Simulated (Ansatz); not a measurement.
Basis-set series for `O1[SiH]2O[SiH]3O[SiH]4O[SiH]1O[SiH]1O[SiH](O2)O[SiH](O3)O[SiH](O4)O1`. The species carries charge 0 and has multiplicity 1. The structure was optimised at the PBE0-D4/def2-TZVP level.

| functional | basis | functions | energy (Eh) | HOMO (eV) | LUMO (eV) |
| --- | --- | --- | --- | --- | --- |
| PBE0-D4 | def2-SVP | 352 | -3221.36067 | -9.05 | 0.65 |
| PBE0-D4 | def2-QZVPP | 1484 | -3223.53082 | -9.10 | 0.26 |
| ωB97M-V | def2-SVP | 352 | -3222.91835 | -11.45 | 1.83 |
| ωB97M-V | def2-QZVPP | 1484 | -3225.08915 | -11.53 | 1.31 |

(1) Give the rows for def2-TZVPP. (An estimate is asked.)

Answers

(1) Ansatz gave: 
| functional | basis | functions | energy (Eh) | HOMO (eV) | LUMO (eV) |
| --- | --- | --- | --- | --- | --- |
| PBE0-D4 | def2-TZVPP | 820 | -3223.39199 | -9.07 | 0.42 |
| ωB97M-V | def2-TZVPP | 820 | -3224.96241 | -11.50 | 1.48 |

Positive LUMOs are unbound and depend on the basis.
